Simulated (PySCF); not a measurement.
C6H11PS.
Atom-mapped SMILES: `[CH3:1][S:2][CH2:3][P:4]=[C:5]=[C:6]([CH3:7])[CH3:8]` (hydrogens: H9, H10, H11 on C1; H12, H13 on C3; H14, H15, H16 on C7; H17, H18, H19 on C8)

Torsions of this conformer, `[CH3:1][S:2][CH2:3][P:4]=[C:5]=[C:6]([CH3:7])[CH3:8]`: C1–S2–C3–P4 71°, S2–C3–P4–C5 -102°.

The closed-shell ground state was solved at several levels (PySCF, density fitting, gas phase, non-relativistic). Geometry: PBE0-D3(BJ)/def2-SVP, one conformer, isolated molecule.

```json
{"level": "B3LYP/def2-SVPD", "basis functions": "259", "HOMO (eV)": "-6.00", "LUMO (eV)": "-1.32", "gap (eV)": "4.68", "dipole (D)": "2.99"}
{"level": "PBE0/pcSseg-1", "basis functions": "205", "HOMO (eV)": "-6.20", "LUMO (eV)": "-1.14", "gap (eV)": "5.06", "dipole (D)": "3.20"}
```

What might wB97X-D/pcSseg-1 (205 basis functions) give for the same quantities?

HOMO -8.01 eV, LUMO 0.56 eV, gap 8.57 eV, dipole 3.32 D.

Over all these levels, which gives the widest orbital gap and which the narrowest?

wB97X-D/pcSseg-1 (range-separated hybrid) has the widest, 8.57 eV, and B3LYP/def2-SVPD (global hybrid, 20 % exact exchange) the narrowest, 4.68 eV. Functional and basis both differ between the two, so the spread mixes both effects.

How far do the dipole and the HOMO energy spread over the levels?

The dipole runs from 2.99 to 3.32 D (mean 3.17 D) and the HOMO from -8.01 to -6.00 eV.
